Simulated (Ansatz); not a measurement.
Reaction (ligand exchange at the Si–O bond): `N[SiH](N)O[SiH3]` + `OB(O)[TeH]` → `OB(O)[Te][SiH3]` + `N[SiH](N)O`

Gas-phase electronic energies from Ansatz, PBE0-D4/def2-TZVP geometries. CBS: MP2 limit from def2 TZ/QZ plus the TZ coupled-cluster correction, frozen cores. DFT in def2-TZVPP. Elements past krypton have def2 core potentials. For Te outer-core shells are correlated without core-valence functions, which leaves a few kJ/mol of doubt a bond. Each species was taken in one conformer, which may not be the lowest.

```
          level  ΔE (kcal/mol)
      r2SCAN-D4            8.8
        PBE0-D4            6.2
           PBE0            6.2
CCSD/def2-TZVPP           10.8
```

Q: What does CCSD(T)/CBS give? (Best estimate.)

A: Computed: +8.8 kcal/mol. The listed levels differ from it by 0.0, -2.6, -2.6, 2.0 kcal/mol.

Largest T1 diagnostic among the species: 0.012.

In def2-TZVPP, CCSD(T) changes the Hartree–Fock value by −5.4 kcal/mol (the triples alone add −1.0 kcal/mol) and MP2 by −6.7 kcal/mol. From PBE to PBE0 (25 % exact exchange), in def2-TZVPP and without D4, ΔE moves by +1.2 kcal/mol.
